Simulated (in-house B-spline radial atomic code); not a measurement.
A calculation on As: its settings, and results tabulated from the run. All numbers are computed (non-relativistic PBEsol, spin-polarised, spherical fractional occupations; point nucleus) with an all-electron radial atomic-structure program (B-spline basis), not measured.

Command:
```bash
python run_scf.py task.json out
```
Settings:
```
Z                33
configuration    [Ar] 3d10 4s2 4p3
hamiltonian      nr
method           pbesol
spin_polarised   True
```

Output (hartree, bohr):
```
 radial grid: 58 intervals, B-splines of order 8, outer radius 50 bohr

 iter        energy (Eh)    residual
    1       -2233.252534    3.84e-01
    2       -2233.565667    1.36e-01
    3       -2233.963136    2.50e-02
    4       -2233.976633    1.08e-02
    5       -2233.976484    6.61e-03
    6       -2233.977282    3.33e-03
    7       -2233.977537    1.19e-05
    8       -2233.977537    3.96e-06
    9       -2233.977537    5.77e-07
   10       -2233.977537    3.99e-08

 total energy                     -2233.97754
 kinetic                            2232.4232
 electron-nucleus                  -5346.4627
 Hartree                             961.1878
 exchange-correlation                -81.1259

 orbital      occ     eigenvalue          <r>       <r^2>       <1/r>     <1/r^3>       <r^4>       r_max
 1s up      1.000      -423.7241    0.0464041  0.00288414     32.4845           - 2.11432e-05     0.03063
 1s down    1.000      -423.7198    0.0464038   0.0028841     32.4847           - 2.11428e-05     0.03063
 2s up      1.000       -53.1210     0.206836   0.0503751     7.15693           -  0.00437347      0.1738
 2s down    1.000       -53.1190     0.206834   0.0503736     7.15687           -  0.00437304      0.1738
 2p up      3.000       -47.5157     0.178891   0.0391313     7.13325     1039.63  0.00306336      0.1379
 2p down    3.000       -47.5119     0.178894   0.0391322     7.13306     1039.55  0.00306334      0.1379
 3s up      1.000        -6.7335     0.609813    0.428528     2.32666           -     0.29504      0.5313
 3s down    1.000        -6.7283     0.609606    0.428104      2.3269           -    0.293935      0.5314
 3p up      3.000        -4.8422     0.622494    0.455439     2.20807     142.829    0.358055      0.5251
 3p down    3.000        -4.8361     0.621988    0.454425     2.20899     142.908    0.355275      0.5252
 3d up      5.000        -1.5241     0.677612    0.581517     1.90986     16.9158    0.800353      0.4755
 3d down    5.000        -1.5143     0.673067    0.571322     1.91677     17.0192    0.758764      0.4753
 4s up      1.000        -0.5430      1.97482     4.48413    0.663987           -     33.0886       1.655
 4s down    1.000        -0.4577      1.96753     4.47775    0.671689           -     33.8918       1.629
 4p up      3.000        -0.2184      2.51014     7.41875    0.519503     8.04113     100.459       1.994

 Slater integrals (Eh)
   F0(4s up,4s up)               0.457236
   F0(4s up,4s down)             0.458303
   F0(4s up,4p up)               0.400831
   G1(4s up,4p up)               0.258160
   F0(4s down,4s down)           0.459403
   F0(4s down,4p up)             0.401357
   F0(4p up,4p up)               0.361452
   F2(4p up,4p up)               0.185508
```

Cost of the run: 0.17 s on 1 thread of Arm Neoverse V2 (shared host).
